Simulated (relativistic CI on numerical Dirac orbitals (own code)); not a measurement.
## Ca³⁺: from the plainest model towards the measured levels

Calculated with a relativistic CI code on KLI orbitals (one set per configuration, finite nucleus), adding one ingredient at a time: step 1, Dirac-Coulomb, each configuration alone; step 2, with Breit and QED terms; step 3, with configuration mixing; step 4, with scaled Slater integrals (0.85); step 5, with a P86 correlation estimate; step 6, tied to the ionisation limit. P86 is a density functional for the correlation energy, evaluated here for each configuration and added to its levels. Step 6 is semi-empirical: configurations made of the next ion and one excited electron move by -15943 cm⁻¹, so that their limit matches the tabulated ionisation energy, and those with a non-penetrating f or g electron also take the P86 value of the least penetrating other one.

CI space (outside the closed core [Ne]): 3s2.3p5, 3s.3p6, 3s2.3p4.3d, 3s2.3p4.4s, 3s2.3p4.4p, 3s.3p5.3d, 3s2.3p4.4d, 3s2.3p4.5s, 3s2.3p4.4f, 3s2.3p4.5p, 3s2.3p4.5d, 3s2.3p4.5f, 3p6.3d, 3s.3p4.3d2, 3s2.3p3.3d2, 3s2.3p2.3d3, 3s2.3p2.3d2.4s, 3s2.3p2.3d2.4p, 3s.3p3.3d3, 3s2.3p2.3d2.4d.

Computed minus measured energy above the ground level, in cm⁻¹, for 12 of the 20 excited levels that pair in every step (one J of a term; a digit in brackets numbers repeated terms):

```tsv
Configuration	Term	J	Measured	Step 1	Step 2	Step 3	Step 4	Step 5	Step 6
3s2.3p5	2P°	1/2	3118	145	38	-34	-23	-22	-22
3s.3p6	2S	1/2	152440	49661	49473	-3023	5990	6860	1863
3s2.3p4.3d	4F	7/2	219467	-4976	-5197	2249	3886	5148	-10437
3s2.3p4.3d	2G	9/2	234498	-2093	-2350	4368	3539	4803	-10774
3s2.3p4.4s	4P	5/2	291456	-5092	-5138	7042	6004	11976	-3722
3s2.3p4.4p	4P°	5/2	330693	-6117	-6209	5987	5535	11939	-3735
3s2.3p4.4p	4D°	7/2	335122	-6138	-6224	6014	4850	11261	-4429
3s2.3p4.4s	2S	1/2	337214	4482	4402	10226	2808	8755	-6759
3s2.3p4.4p	2D°	5/2	338250	-5385	-5501	6681	5131	11541	-4144
3s2.3p4.4p	2P°	1/2	338300	-4271	-4351	7677	5772	12184	-3503
3s.3p5.3d	4F°	7/2	367971	18860	18482	3054	11294	13290	13063
3s.3p5.3d	4D°	7/2	382641	22819	22442	6473	11984	13987	13747
```

Mean absolute errors in cm⁻¹, over all paired levels and for the configurations:

| Configuration, levels | Step 1 | Step 2 | Step 3 | Step 4 | Step 5 | Step 6 |
| --- | --- | --- | --- | --- | --- | --- |
| all, 20 | 8291 | 8319 | 5860 | 5472 | 9981 | 5686 |
| 3s2.3p5, 1 | 145 | 38 | 34 | 23 | 22 | 22 |
| 3s.3p6, 1 | 49661 | 49473 | 3023 | 5990 | 6860 | 1863 |
| 3s2.3p4.3d, 3 | 3001 | 3241 | 3676 | 3681 | 4944 | 10635 |
| 3s2.3p4.4s, 4 | 4764 | 4813 | 7957 | 5340 | 11298 | 4354 |
| 3s2.3p4.4p, 9 | 5141 | 5218 | 6863 | 5305 | 11716 | 3967 |
| 3s.3p5.3d, 2 | 20839 | 20462 | 4764 | 11639 | 13639 | 13405 |

Measured levels: Sugar and Corliss, J. Phys. Chem. Ref. Data 8, 865 (1979). Some J values or terms of the table were assigned by a fit.

Question: What does each ingredient do to the ground and the excited configurations, and where is the model closest to experiment?

Answer: The Breit and QED terms change the top of the ground term (measured 3118) from 3263 to 3157. Mixing lowers the ground level by 24697, with 3s2.3p3.3d2 as its largest admixture; relative to it the configurations that move most are 3s.3p6 by -52497, 3s.3p5.3d by -15699, 3s2.3p4.4p by +12032. Configurations whose own partners of that kind are not in the list rise by much of that lowering, so a short list can trade one imbalance for another. The P86 estimate moves 3s2.3p4.4p by +6411, 3s2.3p4.4s by +5957, 3s.3p5.3d by +1999, and takes the mean absolute error of the excited configurations from 5759 to 10505; it adds to levels that were already too high. Step 6 takes that error from 10505 to 5984; the error more than halves for 3s.3p6, 3s2.3p4.4s, 3s2.3p4.4p; it grows for 3s2.3p4.3d. The shift fits the limit, so it does little for low levels whose errors differ from those near the limit. The mean absolute error is lowest at step 4 (5472 cm⁻¹), and the largest single drop is from step 5 to 6 (9981 to 5686).
